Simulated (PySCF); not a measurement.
# Excitation energy of Kr⁺ by level of theory

Kr⁺ [Ar] 3d10 4s2 4p5 (2P) → Kr⁺ [Ar] 3d10 4s1 4p5 4d1 (high-spin determinant), as a difference of total energies. Calculation: PySCF 2.14, in aug-cc-pVTZ-PP with one added diffuse shell each of s, d, f type with ECP10MDF (7s5p5d3f, 68 functions); scalar relativity through the core potential. Correlated levels: valence: 3s2 3p6 3d10 frozen. The calculations carry no spin-orbit coupling.

```csv
method,excitation energy (eV)
UHF,30.929
LDA,29.847
PBE,29.400
PBE0,29.982
r2SCAN,30.078
r2SCANh,30.211
HSE06,30.012
revPBE,29.283
CAM-B3LYP,30.347
MP2 (valence),29.962
SCS-MP2 (valence),29.838
```

Task: How much does correlation contribute at MP2 (valence)?

Result: 29.962 − (30.929) = -0.967 eV, measured against UHF.

The upper state lies above the first ionisation limit, where it may autoionise and the basis confines it.

The promoted electron is Rydberg-like, and one or two diffuse shells describe it only roughly, which tends to raise the upper state.

The determinant of the upper state mixes LS terms, which raises its energy above the lowest term, most at the Hartree-Fock and MP2 levels.
